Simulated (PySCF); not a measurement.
A GIAO shielding run with PySCF (density fitting, non-relativistic, gas phase) on `InChI=1S/CH9OPSi2/c3-5-1-2-4/h1,3,5H2,4H3`:

```
$ OMP_NUM_THREADS=1 python probes_run.py task.json out

{"job": {"kind": "nmr", "xc": "LDA", "basis": "pcSseg-1", "pop": false}, "charge": 0, "multiplicity": 1}
Si    -2.425775     0.646474     0.280063
O     -0.900210     0.207483    -0.235754
C     -0.205961    -0.902997     0.295992
Si     1.575391    -0.831165    -0.358858
P      2.338536     1.221133     0.205783
H     -2.767988     1.899694    -0.443081
H     -2.425925     0.873601     1.759383
H     -3.423148    -0.424325    -0.034152
H     -0.689571    -1.857691     0.010995
H     -0.181751    -0.877153     1.404060
H      2.404065    -1.869413     0.330303
H      1.592330    -1.095790    -1.829967
H      3.520370     1.126036    -0.592077
H      1.579734     1.867049    -0.816071
```

Hardware: 1 thread of an Arm Neoverse V1, shared host.

Question: How large is the calculation?

Answer: 66 electrons, 151 basis functions and 857 auxiliary functions.

Question: How long does it take, and how much memory does it need?

Answer: 18 s of wall time, with 13 SCF cycles; peak memory 0.83 GiB. Times on a shared host scatter by some tens of per cent.

Question: And these other runs on the same molecule and hardware: GIAO shielding at B3LYP/pcSseg-1; GIAO shielding at B97-D/pcSseg-1; GIAO shielding at BLYP/pcSseg-1; GIAO shielding at BP86/pcSseg-1; GIAO shielding at HF/pcSseg-1; GIAO shielding at KT2/pcSseg-1?

Answer: B3LYP/pcSseg-1: 151 functions, 19 s; B97-D/pcSseg-1: 151 functions, 22 s; BLYP/pcSseg-1: 151 functions, 22 s; BP86/pcSseg-1: 151 functions, 21 s; HF/pcSseg-1: 151 functions, 8.2 s; KT2/pcSseg-1: 151 functions, 23 s.
